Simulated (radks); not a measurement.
Species: the magnesium ion Mg9+. Configuration: [He] 2s1.

Calculated with a radial shooting solver on a logarithmic mesh with Libxc functionals: scalar-relativistic Kohn-Sham, PBE, spin-polarised, spherical densities, finite nucleus; open shells are filled with parallel spins first; Fermi nuclear charge, rms radius 3.057 fm.

Energy parts (eV):
| part | energy |
|---|---|
| total | -4090.319 |
| kinetic | 4103.531 |
| electron-nucleus | -8510.311 |
| Hartree | 540.869 |
| exchange-correlation | -224.408 |

Orbitals (lengths in bohr, moments of r in powers of bohr):
1s up: occ. 1; eigenvalue (eV) -1631.289; <r^2> 0.02250
1s down: occ. 1; eigenvalue (eV) -1628.398; <r^2> 0.02248
2s up: occ. 1; eigenvalue (eV) -351.7029; <r^2> 0.3619
2p up: occ. 0; eigenvalue (eV) -330.9979; <r^2> 0.2857
3s up: occ. 0; eigenvalue (eV) -144.5055; <r^2> 1.911

The highest occupied level is 2s up at -351.70 eV. The electron density at the nucleus is 1159 e/bohr^3 (large components only). Spin moment in Bohr magnetons: 1. Summed over all electrons, <r^2> = 0.4069 bohr^2, which gives a Langevin (diamagnetic) susceptibility term of -0.322 x 10^-6 cm^3/mol.
